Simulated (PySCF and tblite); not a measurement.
The numbers below are computed, except where a source is named.
System: C₂H₁₁OPSi₃, numbered as in [CH3:1][C@@H:2]1[SiH2:3][O:4][SiH2:5][PH:6][SiH2:7]1.

For the pyramidal inversion at P6: electronic barrier 17.05 kcal/mol, zero-point change -0.67 kcal/mol, thermal and entropy terms at 200 K a further 0.05 kcal/mol (symmetry numbers apart). The minimum is C1, the saddle C1. Geometries: GFN2-xTB; energies: revPBE/pcSseg-1 + D3(BJ); zero-point and thermal terms from GFN2-xTB harmonic modes (soft modes blended into free rotors). Rates follow Eyring's equation with the number of equivalent paths and no tunnelling. Programs: tblite and PySCF.

Question: How many equivalent paths lead out of the minimum?

Answer: 1: the symmetry number of the minimum is 1, that of the saddle displaced along its mode 1.

Question: Work out the rate at 200 K.

Answer: ΔG‡ = 16.43 kcal/mol; k_B T/h = 4.2×10¹² s⁻¹; exp(−ΔG‡/RT) = 1.1×10⁻¹⁸; times 1 gives k = 4.7×10⁻⁶ s⁻¹.
